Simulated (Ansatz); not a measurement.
(LiH)n off (charge -1): vertical IE (eV) at several levels, gas phase, relaxed structures; Ansatz. Clusters are the lowest isomers that short searches found in that spin, judged at the geometry's level. Singlets are spin-restricted. The spins of the ions were chosen, not always searched. The structures are stationary points that may keep the symmetry of their start. Remarks come from the PBE and PBE0 runs and from stability tests at other levels; not every state was tested. A HOMO above zero means that the electron is unbound at that level and held by the basis, or that self-interaction error raises the level; the energy of removing that electron tells which. HOMO above LUMO (over both spins in singlets and doublets, within one spin in higher multiplets; at PBE or PBE0), or a gap under 0.15 eV within one spin, warns that the state may not be the lowest or that an electron is smeared out.

```tsv
species	state	geometry	r2SCAN-D4/def2-TZVPD	PBE0-D4/def2-TZVPD	remarks
LiH2⁻	singlet to doublet	PBE0-D4/def2-TZVPD	2.61	2.84	HOMO above zero at PBE or PBE0, gap within one spin near zero at PBE or PBE0 (neutral doublet)
Li3H3⁻	doublet to singlet	PBE-D4/def2-TZVPD	0.25	0.35	HOMO above zero at PBE or PBE0
Li6H6⁻	doublet to singlet	r2SCAN-D4/def2-TZVPD	-0.06	0.03	HOMO above zero at PBE or PBE0
Li6H7⁻	singlet to doublet	PBE0-D4/def2-TZVPD	3.24	3.54	–
Li7H8⁻	singlet to doublet	PBE0-D4/def2-TZVPD	3.60	4.03	–
Li8H8⁻	doublet to singlet	r2SCAN-D4/def2-SVPD	0.51	0.61	HOMO above zero at PBE or PBE0
```

(1) Estimate the column for PBE-D4/def2-TZVPD.

(1) LiH2⁻ 2.66; Li3H3⁻ 0.42; Li6H6⁻ 0.15; Li6H7⁻ 3.22; Li7H8⁻ 3.52; Li8H8⁻ 0.68.

Over the 6 species that have every level, the mean is 1.77 at PBE-D4/def2-TZVPD, 1.69 at r2SCAN-D4/def2-TZVPD, 1.90 at PBE0-D4/def2-TZVPD.
